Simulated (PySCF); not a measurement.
# Relaxation of quintet PtF₄

These are results of UPBE0 in PySCF with Pt def2-SVP with ECP60, F def2-SVP; scalar-relativistic core potentials, no spin–orbit coupling; density-fitted integrals, not measurements. A (50,194) grid was used.

A start displaced from a saddle point along its imaginary mode, of D2d symmetry, held to at least that symmetry:

```xyz
5
charge 0 multiplicity 5, angstrom
Pt    0.0000    0.0000    0.0000
F     1.9314    0.0000   -0.2500
F     0.0000    1.9314    0.2500
F    -1.9314    0.0000   -0.2500
F     0.0000   -1.9314    0.2500
```

Problem. What does it relax to?

Solution. It ends at D2d with Pt–F 1.932 Å (×4); F–Pt–F 100.7° (×4), F–Pt–F 128.9° (×2) (after a last refinement on a finer grid). A frequency run shows a minimum. Other isomers or separated fragments may lie lower.

Problem. How much energy is released, and in how many steps?

Solution. 44.3 kJ/mol in 7 steps.

Open d and f shells are described by one determinant, and the ground state may have another occupation or spin. At this level a triplet minimum of D2h symmetry lies 224 kJ/mol below this structure. Spin–orbit coupling, left out here, can matter for elements this heavy.

The relaxation took about 60 core-seconds on a shared host.
